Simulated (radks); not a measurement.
Results of a calculation; reference values are marked as such.
Task: These are the eigenvalues of the occupied orbitals of an atom or ion with whole-number occupations (eV). Code: a radial shooting solver on a logarithmic mesh with Libxc functionals. Model: Dirac Kohn-Sham, LDA (Slater exchange, Perdew-Wang correlation), spin-unpolarised, spherical densities, point nucleus.

1s1/2: -299.3804
2s1/2: -33.6571
3d3/2: -4.4713

Which element is it, and in what charge state? The configuration may be excited. Open shells, if any, fill j = l - 1/2 first.

Result: Z = 6, carbon, charge +1: C+ in [He] 2s2 3d1. The list shows which subshells hold electrons but not how many an open one holds; the 1s level, -11.002 hartree, gives Z - s = 4.7 by -(Z - s)^2/2, which with screening and relativity narrows Z to a few neighbours, and the depths of the outer levels then fix element, charge and occupations together.
